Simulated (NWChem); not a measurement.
Molecule: BiH3Te2; SMILES [TeH][BiH][TeH]

```xyz
6

Bi     1.0060    -0.0405     0.0000
H      0.9431    -1.8375     0.0000
Te    -0.7566    -0.0255    -2.2657
H     -0.5086     1.6120    -2.4472
Te    -0.7566    -0.0255     2.2657
H     -0.5086     1.6120     2.4472
```
Atoms are numbered in this order, from 1.

Level: PBE0/def2-SVP with def2 effective core potentials on Te, Bi (NWChem), optimised geometry, unscaled harmonic frequencies. def2 effective core potentials on Te, Bi; no spin-orbit coupling.

| frequency (cm⁻¹) | IR intensity (km/mol) |
|---|---|
| 49 | 0.1 |
| 112 | 0.2 |
| 150 | 0.3 |
| 157 | 15.1 |
| 158 | 2.0 |
| 417 | 9.3 |
| 458 | 13.4 |
| 598 | 2.7 |
| 623 | 4.1 |
| 1827 | 144.3 |
| 2137 | 2.8 |
| 2138 | 88.0 |

```yaml
zero_point_energy: 12.6 kcal/mol
thermal correction to the enthalpy at 298.15 K (with zero-point energy): 17.7 kcal/mol
heat capacity Cv: 20.4 cal/(mol K)
entropy at 298.15 K and 1 atm (symmetry number 1): 94.8 cal/(mol K)
```

Rigid rotor and harmonic oscillator; modes under 100 cm⁻¹ make the entropy uncertain.
